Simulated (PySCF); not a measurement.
**Correlation energy of As²⁺ (arsenic, charge +2)**

[Ar] 3d10 4s2 4p1, 2P determinant. Computed with PySCF 2.14 in def2-TZVPPD, with the non-relativistic Hamiltonian (point nucleus). Frozen: [Ne]; 21 electrons correlated.

| level | correlation energy (mhartree) |
| --- | --- |
| CCSD | -256.70 |
| (T) | -6.25 |
| CCSD(T) | -262.95 |

Diagnostics: T1 = 0.0062, D1 = 0.0244, largest double amplitude 0.094.

Cost of the coupled-cluster step: of the order of 8 core-seconds, for 21 correlated electrons.

Iterations:

```
CC2 = 0
CCSD nocc = (np.int64(11), np.int64(10)), nmo = (49, 49)
frozen orbitals [[0, 1, 2, 3, 4], [0, 1, 2, 3, 4]]
max_cycle = 100
direct = 0
conv_tol = 1e-08
conv_tol_normt = 1e-06
diis_space = 8
diis_start_cycle = 0
Init t2, MP2 energy = -0.261250581464123
Init E_corr(UCCSD) = -0.261250581469249
cycle = 1  E_corr(UCCSD) = -0.245491815154164  dE = 0.0157587663  norm(t1,t2) = 0.0580871
cycle = 2  E_corr(UCCSD) = -0.256320703842108  dE = -0.0108288887  norm(t1,t2) = 0.0191697
cycle = 3  E_corr(UCCSD) = -0.255469927630661  dE = 0.000850776211  norm(t1,t2) = 0.00766315
cycle = 4  E_corr(UCCSD) = -0.256711140389636  dE = -0.00124121276  norm(t1,t2) = 0.00302392
cycle = 5  E_corr(UCCSD) = -0.256705432897318  dE = 5.70749232e-06  norm(t1,t2) = 0.000349675
cycle = 6  E_corr(UCCSD) = -0.256694207013744  dE = 1.12258836e-05  norm(t1,t2) = 5.54741e-05
cycle = 7  E_corr(UCCSD) = -0.256695791078816  dE = -1.58406507e-06  norm(t1,t2) = 1.16826e-05
cycle = 8  E_corr(UCCSD) = -0.256696000938841  dE = -2.09860025e-07  norm(t1,t2) = 2.15013e-06
cycle = 9  E_corr(UCCSD) = -0.256695926753961  dE = 7.41848795e-08  norm(t1,t2) = 6.15073e-07
cycle = 10  E_corr(UCCSD) = -0.256695928288803  dE = -1.53484198e-09  norm(t1,t2) = 1.36023e-07
UCCSD converged
E(UCCSD) = -2233.443626997812  E_corr = -0.2566959282888034
UCCSD(T) correction = -0.00625097462306922
```

This basis was not built for core-valence correlation, so the inner-shell part is incomplete.
